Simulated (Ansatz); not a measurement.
# Energy differences in one family of gas-phase species

Each structure stands at its B3LYP-D3(BJ)/def2-TZVP stationary point, reached from a drawn start (curvature not checked).

(1), F4Re (SMILES [F][Re]([F])([F])[F]) (charge 0, multiplicity 4):
```xyz
5

Re     0.0000     0.0000     0.0000
F      0.8991     0.8591     1.4007
F      0.8548    -0.8756    -1.4181
F     -0.8824     0.8952    -1.3886
F     -0.8714    -0.8786     1.4060
```

(2), F3Re (SMILES [F][Re]([F])[F]) (charge 0, multiplicity 5):
```xyz
4

Re    -0.1090     0.1962    -0.0003
F      1.6853    -0.4010    -0.0066
F     -1.0276     1.8479    -0.0032
F     -0.5486    -1.6430     0.0102
```

(3): F atom, charge 0, multiplicity 2.

(4), F5Re (SMILES [F][Re]([F])([F])([F])[F]) (charge 0, multiplicity 3):
```xyz
6

Re    -0.00003     0.00005     0.00006
F     -0.00025     0.00638     1.90732
F      0.00004    -0.00590    -1.90714
F      1.82326    -0.01380     0.00019
F     -0.90018     1.58572    -0.00542
F     -0.92294    -1.57245     0.00500
```

(5), F6Re (SMILES [F][Re]([F])([F])([F])([F])[F]) (charge 0, multiplicity 2):
```csv
atom,x (Å),y (Å),z (Å)
Re,0.0000,0.0001,0.0002
F,1.8432,-0.0326,-0.0268
F,-1.8431,0.0328,0.0268
F,-0.0246,1.8435,-0.0283
F,0.0252,-1.8433,0.0276
F,-0.0319,-0.0304,1.8432
F,0.0309,0.0299,-1.8427
```

| step | quantity | PBE/def2-TZVPP (kcal/mol) | r2SCAN/def2-TZVPP (kcal/mol) | PBE0/def2-TZVPP (kcal/mol) | wB97M-V/def2-TZVPP (kcal/mol) | CCSD(T)/def2-SVP (kcal/mol) |
|---|---|---|---|---|---|---|
| (1) → (2) + (3) | reaction energy | 112.20 | 104.77 | 99.30 | 102.12 | 87.97 |
| (4) → (1) + (3) | reaction energy | 113.28 | 108.79 | 102.91 | 104.33 | 93.00 |
| (5) → (4) + (3) | reaction energy | 107.82 | 101.57 | 89.23 | 88.46 | 77.19 |

Right side less left side. No zero-point or thermal terms; open shells are unrestricted; no spin–orbit coupling. The spin states of the d-block species are the ones drawn and need not be the lowest.

Cores are frozen in the correlated methods.

Run with Ansatz (a first-principles code). All values are computed, each at the level named. Elements past Kr take the def2 small-core potentials, without spin–orbit coupling.

At CCSD(T)/def2-SVP the steps run from 77.19 ((5) → (4) + (3)) to 93.00 kcal/mol ((4) → (1) + (3)); 0 of 3 are downhill as written. PBE/def2-TZVPP, r2SCAN/def2-TZVPP, PBE0/def2-TZVPP, wB97M-V/def2-TZVPP give the same order. No level here is sure enough to rank the others by; between PBE/def2-TZVPP and CCSD(T)/def2-SVP the widest gap is 30.62 kcal/mol, for (5) → (4) + (3).

The steps were written down ahead of the runs, not picked by their results: 3 of 3 stand here.
